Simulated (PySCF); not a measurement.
MPb for M along group 14

PBE0 with double-zeta basis sets in PySCF, for the lowest determinant that a PBE0 search found; no spin–orbit coupling. De refers to high-spin ground-configuration atoms. A positive dipole means M(−)Pb(+).

```tsv
M	basis	state (unpaired electrons)	Re (Å)	ωe (cm⁻¹)	De (eV)	μ (D)
Si	def2-SVP	triplet (π ↑↑)	2.592	324	2.54	1.63
Ge	def2-SVP	triplet (π ↑↑)	2.646	214	2.45	1.26
Pb	def2-SVP	triplet (π ↑↑)	2.891	141	2.14	n/a
```

Task: The row for M = Sn is missing. Estimate Re, ωe and De as the mean of the rows for Ge and Pb, and compare with the calculation.

Result: The means are 2.768 Å, 178 cm⁻¹ and 2.29 eV. PBE0 in def2-SVP gives SnPb as a triplet (π ↑↑) with Re = 2.826 Å, ωe = 169 cm⁻¹, De = 2.25 eV, so the estimate is off by -5.8 pm, +5 % and +0.05 eV.

Spin–orbit coupling is left out, which matters for elements this heavy, above all for dissociation energies. States were picked by a PBE0 search and need not be the measured ground states.
